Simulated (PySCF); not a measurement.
System: C5H12N, charge 1, multiplicity 1. It need not be the lowest isomer of its formula. 
Geometry from a B3LYP-D3(BJ)/def2-TZVP (Ansatz) optimisation:
SMILES: C1CC([NH3+])CC1
```xyz
18

C     -1.7003     0.2522     0.2485
C     -1.2645    -1.1768    -0.1853
C      0.2502    -1.0970    -0.4673
C      0.6853     0.1000     0.3686
C     -0.4291     1.1235     0.1927
N      2.0342     0.6466    -0.0831
H     -2.1005     0.2373     1.2611
H     -2.4775     0.6609    -0.3931
H     -1.4617    -1.8934     0.6105
H     -1.8024    -1.5241    -1.0644
H      0.4263    -0.8804    -1.5263
H      0.7836    -2.0148    -0.2208
H      0.8239    -0.1687     1.4165
H     -0.4148     1.9141     0.9427
H     -0.3356     1.5929    -0.7925
H      2.3076     1.4676     0.4621
H      2.7728    -0.0549     0.0094
H      1.9894     0.9254    -1.0668
```
Charge +1, spin multiplicity 1.

Dispersion corrections to the total energy (kcal/mol) from the dftd3 and dftd4 libraries through PySCF: D3(BJ) without and D4 with the three-body term, each with the damping fitted for the functional named.

```json
[
 {"functional": "CAM-B3LYP", "D3(BJ)": "-6.95", "D4": "[?]"},
 {"functional": "B2PLYP", "D3(BJ)": "-7.06", "D4": "-5.47"},
 {"functional": "revPBE", "D3(BJ)": "[?]", "D4": "-27.07"},
 {"functional": "LC-wPBE", "D3(BJ)": "-8.52", "D4": "-8.59"},
 {"functional": "TPSS", "D3(BJ)": "-11.82", "D4": "-10.58"},
 {"functional": "PW6B95", "D3(BJ)": "[?]", "D4": "-6.66"},
 {"functional": "PBE0", "D3(BJ)": "-8.09", "D4": "-6.55"}
]
```

**Question.** Complete the blanks.

**Answer.** 
- CAM-B3LYP, D4: -6.51
- revPBE, D3(BJ): -24.62
- PW6B95, D3(BJ): -4.30
